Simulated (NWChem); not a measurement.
System: CH4Be; SMILES [BeH][CH3]

Input file for NWChem:

```
start job
memory heap 200 mb stack 900 mb global 1100 mb
geometry units angstroms noautoz
  Be     0.000000     0.000000    -1.060594
  H      0.000000     0.000000    -2.404968
  C      0.000000     0.000000     0.618921
  H      0.723573     0.731248     1.044286
  H      0.271493    -0.992256     1.044286
  H     -0.995066     0.261008     1.044286
end
basis spherical
  * library sto-3g
end
dft
  xc pbe0
  iterations 150
  mulliken
end
task dft energy
```

Excerpt of the output:

```
             Northwest Computational Chemistry Package (NWChem) 7.3.0
             --------------------------------------------------------

 C3V symmetry detected

                             Geometry "geometry" -> ""
                             -------------------------

 Output coordinates in angstroms (scale by  1.889725989 to convert to a.u.)

  No.       Tag          Charge          X              Y              Z
 ---- ---------------- ---------- -------------- -------------- --------------
    1 Be                   4.0000    -0.00000000     0.00000000    -1.07481114
    2 H                    1.0000     0.00000000     0.00000000    -2.41918514
    3 C                    6.0000    -0.00000000    -0.00000000     0.60470386
    4 H                    1.0000     0.72742050     0.72742050     1.03006886
    5 H                    1.0000     0.26625438    -0.99367488     1.03006886
    6 H                    1.0000    -0.99367488     0.26625438     1.03006886

 Effective nuclear repulsion energy (a.u.)      22.7854084498

      Symmetry information
      --------------------

 Group name             C3v
 Group number             17
 Group order               6
 No. of unique centers     4

                                 NWChem DFT Module
                                 -----------------

 Summary of "ao basis" -> "ao basis" (spherical)
 ------------------------------------------------------------------------------
       Tag                 Description            Shells   Functions and Types
 ---------------- ------------------------------  ------  ---------------------
 Be                          sto-3g                  3        5   2s1p
 H                           sto-3g                  1        1   1s
 C                           sto-3g                  3        5   2s1p

      Symmetry analysis of basis
      --------------------------

        a1          8
        a2          0
        e           6

  Rotation of axis

            General Information
            -------------------
          SCF calculation type: DFT
          Wavefunction type:  closed shell.
          No. of atoms     :     6
          No. of electrons :    14
           Alpha electrons :     7
            Beta electrons :     7
          Charge           :     0
          Spin multiplicity:     1
          Use of symmetry is: on ; symmetry adaption is: on
          Maximum number of iterations: 150
          AO basis - number of functions:    14
                     number of shells:    10
          Convergence on energy requested:  1.00D-06
          Convergence on density requested:  1.00D-05
          Convergence on gradient requested:  5.00D-04

              XC Information
              --------------
                         PBE0 Method XC Functional
                     Hartree-Fock (Exact) Exchange  0.250
          PerdewBurkeErnzerhof Exchange Functional  0.750
            Perdew 1991 LDA Correlation Functional  1.000 local
           PerdewBurkeErnz. Correlation Functional  1.000 non-local

             Grid Information
             ----------------
          Grid used for XC integration:  medium
          Radial quadrature: Mura-Knowles
          Angular quadrature: Lebedev.
          Tag              B.-S. Rad. Rad. Pts. Rad. Cut. Ang. Pts.
          ---              ---------- --------- --------- ---------
          Be                  1.05       49           8.0       434
          H                   0.35       45          10.0       434
          C                   0.70       49           8.0       434
          Grid pruning is: on
          Number of quadrature shells:   188
          Spatial weights used:  Erf1

      Superposition of Atomic Density Guess
      -------------------------------------

 Sum of atomic energies:         -53.39645120

      Non-variational initial energy
      ------------------------------

 Total energy =     -53.584214
 1-e energy   =    -116.892714
 2-e energy   =      40.523092
 HOMO         =      -0.213216
 LUMO         =       0.218223

      Symmetry analysis of molecular orbitals - initial
      -------------------------------------------------

  Numbering of irreducible representations:

     1 a1          2 a2          3 e

  Orbital symmetries:

     1 a1          2 a1          3 a1          4 a1          5 e
     6 e           7 a1          8 e           9 e          10 a1
    11 e          12 e          13 a1         14 a1

     ---------------------------------------------
      Total Density - Mulliken Population Analysis
     ---------------------------------------------

    Atom       Charge   Shell Charges
 -----------   ------   -------------------------------------------------------
    1 Be   4     3.84   2.00  1.12  0.72
    2 H    1     1.06   1.06
    3 C    6     6.31   1.99  1.34  2.97
    4 H    1     0.93   0.93
    5 H    1     0.93   0.93
    6 H    1     0.93   0.93

   convergence    iter        energy       DeltaE   RMS-Dens  Diis-err
 ---------------- ----- ----------------- --------- --------- ---------
 d= 0,ls=0.0,diis     1    -54.4671787734 -7.73D+01  3.32D-02  7.30D-02
 d= 0,ls=0.0,diis     2    -54.4836683671 -1.65D-02  7.46D-03  4.10D-03
 d= 0,ls=0.0,diis     3    -54.4839659584 -2.98D-04  3.42D-03  2.45D-03
 d= 0,ls=0.0,diis     4    -54.4843526981 -3.87D-04  1.80D-04  3.37D-06
 d= 0,ls=0.0,diis     5    -54.4843533611 -6.63D-07  3.59D-05  1.09D-07
 d= 0,ls=0.0,diis     6    -54.4843533888 -2.76D-08  2.16D-06  2.25D-10

         Total DFT energy =      -54.484353388793
      One electron energy =     -117.637517644114
           Coulomb energy =       50.117808521898
    Exchange-Corr. energy =       -9.750052716362
 Nuclear repulsion energy =       22.785408449785

 Numeric. integr. density =       14.000002295177

                  Occupations of the irreducible representations
                  ----------------------------------------------

                     irrep           alpha         beta
                     --------     --------     --------
                     a1                5.0          5.0
                     a2                0.0          0.0
                     e                 2.0          2.0

                       DFT Final Molecular Orbital Analysis
                       ------------------------------------

 Vector    5  Occ=2.000000D+00  E=-3.571078D-01  Symmetry=e
              MO Center=  1.6D-01, -1.9D-01,  7.7D-01, r^2= 1.2D+00
   Bfn.  Coefficient  Atom+Function         Bfn.  Coefficient  Atom+Function
  ----- ------------  ---------------      ----- ------------  ---------------
    10      0.557665  3 C  py                13     -0.477153  5 H  s
    12      0.328026  4 H  s                 14      0.149127  6 H  s
     4      0.094822  1 Be py                 9     -0.027136  3 C  px

 Vector    6  Occ=2.000000D+00  E=-3.037733D-01  Symmetry=a1
              MO Center= -9.7D-19, -2.6D-18, -1.6D+00, r^2= 1.8D+00
   Bfn.  Coefficient  Atom+Function         Bfn.  Coefficient  Atom+Function
  ----- ------------  ---------------      ----- ------------  ---------------
     2      0.540480  1 Be s                  6      0.487970  2 H  s
    11     -0.255639  3 C  pz                 1     -0.218937  1 Be s
     5     -0.174086  1 Be pz                12     -0.068658  4 H  s
    13     -0.068658  5 H  s                 14     -0.068658  6 H  s
     8      0.036594  3 C  s

 Vector    7  Occ=2.000000D+00  E=-2.615739D-01  Symmetry=a1
              MO Center= -3.0D-17,  8.8D-20, -2.8D-01, r^2= 2.0D+00
   Bfn.  Coefficient  Atom+Function         Bfn.  Coefficient  Atom+Function
  ----- ------------  ---------------      ----- ------------  ---------------
    11      0.568045  3 C  pz                 5     -0.440823  1 Be pz
     6      0.276854  2 H  s                  2     -0.171370  1 Be s
    12      0.150202  4 H  s                 13      0.150202  5 H  s
    14      0.150202  6 H  s                  8     -0.105867  3 C  s
     1      0.071681  1 Be s                  7      0.038705  3 C  s

 Vector    8  Occ=0.000000D+00  E= 8.419986D-02  Symmetry=e
              MO Center=  6.2D-03,  1.8D-02, -1.0D+00, r^2= 1.8D+00
   Bfn.  Coefficient  Atom+Function         Bfn.  Coefficient  Atom+Function
  ----- ------------  ---------------      ----- ------------  ---------------
     3      0.847643  1 Be px                 4      0.529539  1 Be py
    12     -0.235180  4 H  s                 14      0.164635  6 H  s
    13      0.070545  5 H  s                  9     -0.041612  3 C  px
    10     -0.025996  3 C  py

 Vector    9  Occ=0.000000D+00  E= 8.419986D-02  Symmetry=e
              MO Center= -6.2D-03, -1.8D-02, -1.0D+00, r^2= 1.8D+00
   Bfn.  Coefficient  Atom+Function         Bfn.  Coefficient  Atom+Function
  ----- ------------  ---------------      ----- ------------  ---------------
     4      0.847643  1 Be py                 3     -0.529539  1 Be px
    13      0.230833  5 H  s                 14     -0.176511  6 H  s
    12     -0.054323  4 H  s                 10     -0.041612  3 C  py
     9      0.025996  3 C  px

 Vector   10  Occ=0.000000D+00  E= 2.758914D-01  Symmetry=a1
              MO Center= -1.1D-16, -5.6D-17, -1.0D+00, r^2= 2.2D+00
   Bfn.  Coefficient  Atom+Function         Bfn.  Coefficient  Atom+Function
  ----- ------------  ---------------      ----- ------------  ---------------
     2      1.206469  1 Be s                  8     -0.772263  3 C  s
     6     -0.768046  2 H  s                 11      0.516825  3 C  pz
     1     -0.221868  1 Be s                  7      0.131235  3 C  s
    12      0.107232  4 H  s                 13      0.107232  5 H  s
    14      0.107232  6 H  s                  5      0.085733  1 Be pz

     ---------------------------------------------
      Total Density - Mulliken Population Analysis
     ---------------------------------------------

[...]
```

Level: PBE0/STO-3G. Geometry: optimised at PBE-D3(BJ)/def2-SVP.
